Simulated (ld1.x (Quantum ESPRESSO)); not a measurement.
## Scattering properties, PAW potential for magnesium (Mg)

* Element: magnesium
* Generator: ld1.x (Quantum ESPRESSO) 7.5
* Type: PAW
* Functional: PBE
* Relativity: scalar-relativistic
* Frozen core: [Ne]
* Valence charge: 2
* Reference configuration: 3s2 3p0
* Partial waves: 3s (bound): rcut 2.00, rcutus 2.75 bohr; 3s channel at 2.4 Ry: rcut 2.00, rcutus 2.75 bohr; 3p (bound, empty): rcut 3.50, rcutus 4.15 bohr; 3p channel at 2.05 Ry: rcut 3.50, rcutus 4.15 bohr; 3d channel at 0.25 Ry: rcut 2.85, rcutus 3.60 bohr; 3d channel at 2.2 Ry: rcut 2.85, rcutus 3.60 bohr
* Local potential: all-electron potential smoothed inside 4.10 bohr (lloc = -1)
* Core correction: Bessel-smoothed model core inside 1.60 bohr
* Augmentation charge: PSQ, inside the norm-conserving radii

The phase is arctan(r·u′/u) with u = r·R(r), unwrapped; energies in Ry, scanned from -2 to 5 Ry. A pole is an energy at which the radial function vanishes at the test radius. The pseudo phase is shifted by a multiple of π to meet the all-electron one at the reference energy, and phase errors are pseudo minus all-electron; the curves can meet again beyond the range given. Levels narrower than the energy grid can be missing from the lists of poles.

```tsv
channel	radius (bohr)	reference energy (Ry)	poles, all-electron	poles, pseudo	unbroken range about the reference energy with phases within 0.05 rad	phase error 1 Ry above the reference energy (rad)
s	4.52	-0.35	-0.16, 1.88	-0.16, 1.88, 4.97	below 3.3	-0.011
p	4.52	-0.10	0.27, 2.32	0.25, 2.31, 4.22	below 0.8	-0.096
d	4.52	0.25	0.83, 2.74	0.82, 2.73	below 3.6	-0.004
```

Phases in the s channel:

```
E (Ry)  all-electron  pseudo
 -2.00         1.401   1.401
 -1.52         1.369   1.369
 -1.04         1.302   1.302
 -0.56         0.934   0.933
 -0.08        -1.645  -1.646
  0.40        -1.983  -1.985
  0.88        -3.982  -3.990
  1.36        -4.580  -4.581
  1.84        -4.705  -4.705
  2.32        -4.787  -4.787
  2.80        -4.909  -4.910
  3.28        -5.638  -5.686
  3.76        -7.573  -7.592
  4.24        -7.752  -7.763
  4.72        -7.816  -7.829
```
